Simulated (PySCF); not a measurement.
Mo (SMILES [Mo]), septet (core potentials on Mo). Base run: PBE0/def2-SV(P) (PySCF).

Input for PySCF:
```python
from pyscf import gto, scf, dft

mol = gto.Mole()
mol.atom = '''
    Mo    0.00000000    0.00000000    0.00000000
'''
mol.basis = 'def2-sv(p)'
mol.ecp = {'Mo': 'def2-sv(p)'}
mol.spin = 6
mol.verbose = 4
mol.build()

mf = dft.UKS(mol)
mf.xc = 'pbe0'
mf.kernel()
```

Each row names what was changed in the base input (with any setting that the change needs).

```
change                                                                                                                               basis functions       E (Eh)  HOMO (eV)
-----------------------------------------------------------------------------------------------------------------------------------  ---------------  -----------  ---------
base                                                                                                                                              24    -68.08226      -5.21
basis = x2c-SVPall; relativity = spin-free X2C (without mol.ecp = {'Mo': 'def2-sv(p)'})                                                           53  -4047.71545      -5.16
basis = x2c-TZVPall; relativity = spin-free X2C; nucleus = Gaussian (with mol.nucmod = 'G'; without mol.ecp = {'Mo': 'def2-sv(p)'})               63  -4048.03898      -5.16
basis = x2c-TZVPall; relativity = spin-free X2C (without mol.ecp = {'Mo': 'def2-sv(p)'})                                                          63  -4048.08904      -5.16
basis = cc-pVTZ-DK; relativity = none (without mol.ecp = {'Mo': 'def2-sv(p)'})                                                                    77  -3914.55570      -4.51
basis = x2c-SVPall; relativity = none (without mol.ecp = {'Mo': 'def2-sv(p)'})                                                                    53  -3931.42686      -4.54
basis = x2c-TZVPall; relativity = none (without mol.ecp = {'Mo': 'def2-sv(p)'})                                                                   63  -3933.82298      -4.70
basis = cc-pVTZ-DK; relativity = spin-free X2C (without mol.ecp = {'Mo': 'def2-sv(p)'})                                                           77  -4048.00602      -5.16
basis = cc-pVTZ-DK; relativity = spin-free X2C; nucleus = Gaussian (with mol.nucmod = 'G'; without mol.ecp = {'Mo': 'def2-sv(p)'})                77  -4047.94072      -5.16
basis = x2c-SVPall; relativity = spin-free X2C; nucleus = Gaussian (with mol.nucmod = 'G'; without mol.ecp = {'Mo': 'def2-sv(p)'})                53  -4047.66990      -5.16
```

Totals shift with the method and basis; they matter in differences.

Open shells are given as the SCF converged; they aren't shown to be the lowest states, and a large step between rows can be another state.

Basis sets contracted for a relativistic Hamiltonian are a mismatch without it, so the rows without relativity aren't non-relativistic limits. No row has spin-orbit coupling; sets with core potentials leave out the core electrons.
